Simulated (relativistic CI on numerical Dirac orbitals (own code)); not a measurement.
Ru+: resonant inelastic scattering at the L2,3 edge

Computed with this model: Dirac-Coulomb-Breit CI, orbitals from a KLI potential per configuration, QED by a radiative potential, valence Slater integrals scaled by 0.8, Kramers-Heisenberg scattering through one core-hole configuration in a parametric crystal field; configurations [Kr] 4d7 → [He] 2s2 2p5 3s2 3p6 3d10 4s2 4p6 4d8; 300 K; core-hole width 0.96 eV; summed over polarisations. Incident energies are the highest absorption maxima for each field (at most a few, so the weaker spin-orbit partner edge can be absent), on the computed scale of the free ion. Intensities are in per cent of the strongest line above 0.02 eV; levels within 1 cm⁻¹ are merged; final levels count from the ground level, the first row holds all elastic scattering, lines under 0.4 are left out and each table stops after 24 rows. The scale of the Slater integrals is a model choice and moves the terms in proportion.

Field parameters in Wybourne normalisation: Oh B⁴₀ = 21Dq, B⁴₄ = √(5/14) B⁴₀. The field is a parameter set, without covalency.

S is read from ⟨S²⟩ = S(S + 1).

Oh, 10Dq = 3450 cm⁻¹:

| Final level (eV) | Degeneracy | Irrep | S | 2838.5 eV | 2967.9 eV |
| --- | --- | --- | --- | --- | --- |
| 0.000 | 2 | Γ6 | 1.49 | 523.0 | 24.7 |
| 0.056 | 4 | Γ8 | 1.49 | 100.0 | 3.6 |
| 0.153 | 4 | Γ8 | 1.49 | 69.2 | 6.2 |
| 0.216 | 2 | Γ7 | 1.50 | 12.7 | 2.1 |
| 0.490 | 4 | Γ8 | 1.48 | 61.4 | 15.8 |
| 0.490 | 2 | Γ6 | 1.50 | 16.1 | 21.0 |
| 0.535 | 4 | Γ8 | 1.49 | 23.9 | 6.3 |
| 0.560 | 2 | Γ7 | 1.49 | 2.5 | 5.0 |
| 0.966 | 4 | Γ8 | 1.48 | 16.8 | 1.4 |
| 1.158 | 4 | Γ8 | 0.54 | 8.7 | 6.4 |
| 1.405 | 4 | Γ8 | 0.54 | 13.2 | 22.0 |
| 1.503 | 4 | Γ8 | 0.88 | 9.7 | 2.0 |
| 1.527 | 2 | Γ7 | 1.10 | 6.0 | 1.6 |
| 1.531 | 2 | Γ6 | 0.52 | 7.9 | 9.2 |
| 1.557 | 4 | Γ8 | 1.19 | 17.8 | 6.0 |
| 1.568 | 4 | Γ8 | 1.32 | 27.6 | 15.4 |
| 1.592 | 2 | Γ7 | 1.04 | 1.3 | 7.2 |
| 1.658 | 2 | Γ6 | 1.36 | 6.2 | 0.5 |
| 1.716 | 2 | Γ6 | 0.57 | 10.0 | 14.4 |
| 1.881 | 4 | Γ8 | 0.81 | 8.9 | 10.5 |
| 1.987 | 2 | Γ7 | 0.52 | 7.8 | 18.2 |
| 2.001 | 2 | Γ6 | 0.67 | 1.0 | 1.7 |
| 2.033 | 4 | Γ8 | 0.51 | 8.4 | 12.9 |
| 2.040 | 2 | Γ6 | 0.50 | 3.4 | 4.9 |

Oh, 10Dq = 7750 cm⁻¹:

| Final level (eV) | Degeneracy | Irrep | S | 2838.8 eV | 2968.2 eV |
| --- | --- | --- | --- | --- | --- |
| 0.000 | 2 | Γ6 | 1.50 | 490.2 | 35.6 |
| 0.061 | 4 | Γ8 | 1.48 | 64.3 | 3.4 |
| 0.153 | 4 | Γ8 | 1.45 | 89.7 | 8.2 |
| 0.207 | 2 | Γ7 | 1.50 | 19.6 | 3.5 |
| 0.682 | 4 | Γ8 | 0.61 | 4.8 | 5.2 |
| 0.948 | 4 | Γ8 | 1.43 | 100.0 | 14.9 |
| 0.955 | 2 | Γ6 | 1.49 | 32.7 | 24.4 |
| 0.973 | 4 | Γ8 | 1.49 | 50.5 | 14.8 |
| 1.019 | 2 | Γ7 | 1.47 | 5.1 | 8.5 |
| 1.415 | 4 | Γ8 | 0.57 | 15.4 | 31.5 |
| 1.519 | 2 | Γ6 | 0.53 | 4.4 | 7.4 |
| 1.535 | 4 | Γ8 | 0.59 | 8.3 | 7.1 |
| 1.556 | 2 | Γ7 | 0.57 | 6.4 | 6.6 |
| 1.776 | 4 | Γ8 | 0.81 | 26.1 | 2.6 |
| 1.899 | 2 | Γ6 | 0.71 | 9.8 | 4.4 |
| 1.938 | 4 | Γ8 | 1.45 | 22.6 | 1.9 |
| 1.992 | 2 | Γ7 | 1.46 | 2.5 | 10.1 |
| 2.000 | 4 | Γ8 | 1.49 | 20.8 | 20.5 |
| 2.134 | 2 | Γ6 | 1.20 | 18.6 | 8.8 |
| 2.157 | 4 | Γ8 | 1.28 | 17.8 | 9.3 |
| 2.278 | 2 | Γ6 | 0.77 | 12.6 | 18.2 |
| 2.360 | 2 | Γ7 | 0.54 | 8.4 | 24.4 |
| 2.416 | 4 | Γ8 | 0.58 | 2.4 | 8.2 |
| 2.514 | 4 | Γ8 | 0.54 | 15.9 | 29.0 |

For the first field the strongest loss at the lowest incident energy is the level at 0.06 eV (S = 1.49, against 1.49 in the thermal ground state). Levels of other spin, the first over 8 % at 1.16 eV, appear because spin-orbit coupling of the core hole, and in heavier ions of the valence shell too, mixes spins.
